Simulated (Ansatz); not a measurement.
Species: sum formula PNH, charge 1, multiplicity 1. It need not be the lowest isomer of its formula. 
Geometry from a B3LYP-D3(BJ)/def2-TZVP (Ansatz, a program for electronic structure) optimisation:
```
N
H 1 1.0147
P 1 1.4549 2 180.00
```
Charge +1, spin multiplicity 1.

Basis-set convergence of Hartree-Fock and MP2 correlation energies (hartree) with Ansatz. Cores are frozen in the correlated levels unless marked. No spin-orbit coupling. No relativistic terms.

The Hartree-Fock reference is unstable (checked in the largest basis), which strains HF and MP2. 

| basis | functions | E(HF) | E(corr, MP2) |
|---|---|---|---|
| def2-SVP | 37 | -395.31246 | -0.27295 |
| def2-TZVPP | 87 | -395.50262 | -0.32716 |
| def2-QZVPP | 157 | -395.51501 | -0.34963 |

Extrapolating the two largest sets (X = 3 and 4) as X^-3: E(corr) = (64·(-0.34963) - 27·(-0.32716))/37 = -0.3660 Eh, an estimate of the basis-set limit. The largest set recovers 95.5 % of it, the smallest 74.6 %.
